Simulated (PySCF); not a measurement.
Species: bromine monochloride, BrCl.
Atom-mapped SMILES: `[Cl:1][Br:2]`

A linear-response calculation (PySCF, def2-SVPD basis, gas phase, vertical, core orbitals frozen in the response) gave these numbers; the functional is withheld.

Orbital energies (eV): HOMO-3 -11.04, HOMO-2 -11.04, HOMO-1 -8.55, HOMO -8.55, LUMO -3.84, LUMO+1 0.87, LUMO+2 1.35.

| state | E (eV) | f | main configurations (H = HOMO, L = LUMO) |
| --- | --- | --- | --- |
| S1 | 2.96 | 0.0008 | H-1/H→L (100%) |
| S2 | 2.96 | 0.0008 | H-1/H→L (100%) |
| S3 | 5.41 | 0.0002 | H-3/H-2→L (100%) |
| S4 | 5.41 | 0.0002 | H-3/H-2→L (100%) |
| S5 | 8.04 | 0.019 | H-1/H→L+1 (98%) |
| S6 | 8.04 | 0.019 | H-1/H→L+1 (98%) |

Triplets, Tamm–Dancoff:

| state | E (eV) | λ (nm) | main configurations (H = HOMO, L = LUMO) |
| --- | --- | --- | --- |
| T1 | 2.16 | 574.1 | H-1/H→L (99%) |
| T2 | 2.16 | 574.1 | H-1/H→L (99%) |
| T3 | 4.61 | 268.8 | H-3/H-2→L (99%) |
| T4 | 4.61 | 268.8 | H-3/H-2→L (99%) |

Vertical ionisation energy by ΔSCF with the same functional: 11.17 eV. Mean static polarisability: 37.4 au.

Orbitals of the list HOMO-3 to LUMO+2 that lie within 0.01 eV of each other are written together with a slash and their weights summed (≥ marks a lower bound); for degenerate orbitals outside that list single weights are arbitrary.

Task: Name the functional.
A. PBE
B. CAM-B3LYP
C. PBE0
D. HF

Result: C. PBE0 is a global hybrid with 25% exact exchange. In this run −ε(HOMO) = 8.55 eV differs from the ΔSCF value by -2.62 eV, and S1 differs from the orbital gap of 4.71 eV by -1.74 eV. The ratio −ε(HOMO)/IP is 0.77. Usual ranges for neutral molecules in this basis: 0.7 to 0.83 with PBE0, 0.5 to 0.7 with PBE, 0.85 to 0.93 with CAM-B3LYP; with Hartree–Fock the ratio is 1 or more (Koopmans' value less the relaxation energy is the ΔSCF value). The other options: PBE, a GGA without exact exchange; HF, time-dependent Hartree–Fock, 100% exact exchange; CAM-B3LYP, range-separated, 19% exact exchange at short range and 65% at long range (ω = 0.33 bohr⁻¹).

The calculation used TDDFT PBE0/def2-SVPD, vertical, gas phase, core orbitals frozen in the response in PySCF. Geometry: PBE0-D3(BJ)/def2-SVP; no solvent, vibrations or thermal averaging. The PBE0/def2-SVPD calculation is non-relativistic and has no spin–orbit coupling, an omission that weighs most on bromine.
